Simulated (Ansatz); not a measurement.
Mulliken charges of `CBBO` from ωB97M-V/def2-TZVPP in Ansatz (PBE0-D4/def2-TZVP geometry).

```tsv
atom	x (Å)	y (Å)	z (Å)	charge (e)
C1	-1.154	0.489	-0.793	-0.337
B2	-0.171	-0.587	-0.236	-0.080
B3	0.800	-0.387	1.122	0.024
O4	2.062	0.114	1.193	-0.246
H5	-2.090	0.075	-1.177	0.120
H6	-1.366	1.337	-0.139	0.113
H7	-0.639	0.892	-1.682	0.106
H8	-0.138	-1.640	-0.824	0.079
H9	0.351	-0.722	2.194	0.039
H10	2.428	0.378	0.345	0.183
```

**Question.** By hand: the dipole of these point charges (1 e Å = 4.8032 D).

**Answer.** Σ q r = (-0.111, 0.011, -0.232) e Å, of length 0.257 e Å = 1.23 D.

**Question.** How does the dipole of the full density compare? (Estimate.)

**Answer.** Computed: (0.007, 0.163, -0.380) e Å, 1.99 D; the point charges give 0.62 times that, at 33° from its direction.

Point charges leave out the atoms' own dipoles, such as those of lone pairs, and Mulliken's split depends on the basis, so the two needn't agree.
